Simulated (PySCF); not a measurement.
CH₅ClGe, SMILES [CH3][GeH2][Cl].

Geometry optimised at B3LYP-D3(BJ)/def2-SVP.

Computed with PySCF with TDDFT-M06-2X/def2-SVPD.

Vertical excitations. Gas-phase values at a fixed geometry. State labels are in the subgroup Cs.

Q: Give excitation energies, oscillator strengths and character. (Estimate from the structure and the level; the computed values follow.)

A: 
| state | symmetry | energy (eV) | λ (nm) | f | main pairs |
|---|---|---|---|---|---|
| S1 | A' | 7.13 | 174 | 0.017 | HOMO→LUMO 61 %, HOMO→LUMO+1 31 % |
| S2 | A" | 7.16 | 173 | 0.020 | HOMO−1→LUMO 58 %, HOMO−1→LUMO+1 34 % |
| S3 | A' | 8.07 | 154 | 0.040 | HOMO→LUMO+1 63 %, HOMO→LUMO 29 % |
| S4 | A" | 8.15 | 152 | 0.011 | HOMO−1→LUMO+1 58 %, HOMO−1→LUMO 31 % |
| S5 | A' | 8.42 | 147 | 0.049 | HOMO−2→LUMO 45 %, HOMO→LUMO+2 23 %, HOMO−2→LUMO+1 15 %, HOMO→LUMO+3 9 % |
| S6 | A" | 8.50 | 146 | 0.006 | HOMO−1→LUMO+2 70 %, HOMO−3→LUMO 12 % |
| S7 | A' | 8.61 | 144 | 0.091 | HOMO→LUMO+2 65 %, HOMO−2→LUMO+1 13 % |
| S8 | A" | 8.71 | 142 | 0.000 | HOMO−3→LUMO 47 %, HOMO−3→LUMO+1 16 %, HOMO−1→LUMO+2 13 %, HOMO−1→LUMO+3 13 % |
| S9 | A' | 9.15 | 136 | 0.282 | HOMO−4→LUMO 39 %, HOMO−2→LUMO+1 27 %, HOMO−4→LUMO+1 11 % |
| S10 | A" | 9.26 | 134 | 0.006 | HOMO→LUMO+5 61 %, HOMO−3→LUMO 11 % |
| T1 | A" | 6.79 | 183 | 0 | HOMO−1→LUMO 57 %, HOMO−1→LUMO+1 32 % |
| T2 | A' | 6.79 | 183 | 0 | HOMO→LUMO 57 %, HOMO→LUMO+1 32 % |
| T3 | A' | 7.81 | 159 | 0 | HOMO→LUMO+1 41 %, HOMO→LUMO 24 %, HOMO→LUMO+2 12 %, HOMO−2→LUMO 7 % |
| T4 | A" | 7.88 | 157 | 0 | HOMO−1→LUMO+1 45 %, HOMO−1→LUMO 16 %, HOMO−1→LUMO+3 12 % |
Triplets are in the Tamm–Dancoff approximation, which puts them higher than full response would, so one can lie above its singlet here.
